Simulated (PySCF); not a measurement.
Ligands exchanged one at a time, B CH3-OH. Isolated molecules, 0 K electronic values unless said otherwise. One relaxed conformer stands for each flexible species; it need not be the lowest. Strings in code marks are SMILES.

Computed with M06-2X/def2-TZVP // PBE0-D3(BJ)/def2-TZVP (PySCF). Delta-SCF ions had no search for a lower state. Excitations are Tamm–Dancoff values on a coarser integration grid. The basis has no diffuse functions, so Rydberg states are missing or too high.

```tsv
species	S1 excitation (TDA) (eV)	HOMO (eV)	vertical ionisation energy (Delta-SCF) (eV)	T1 excitation (TDA) (eV)
0 of 3 CH3 replaced by OH	6.42	[?]	10.86	6.03
1 of 3 CH3 replaced by OH (`B(C)(C)O` (C–B–O–H torsion 178°))	[?]	-9.75	10.90	6.82
2 of 3 CH3 replaced by OH (`OB(O)C` (O–B–O–H torsion 0°, O–B–O–H torsion 180°))	[?]	-10.73	12.01	8.42
3 of 3 CH3 replaced by OH (`OB(O)O`)	8.21	-10.98	[?]	7.92
```

Task: Complete the blanks.

Result: 
- 0 of 3 CH3 replaced by OH, HOMO (eV): -9.77
- 1 of 3 CH3 replaced by OH (`B(C)(C)O` (C–B–O–H torsion 178°)), S1 excitation (TDA) (eV): 7.20
- 2 of 3 CH3 replaced by OH (`OB(O)C` (O–B–O–H torsion 0°, O–B–O–H torsion 180°)), S1 excitation (TDA) (eV): 8.69
- 3 of 3 CH3 replaced by OH (`OB(O)O`), vertical ionisation energy (Delta-SCF) (eV): 12.28
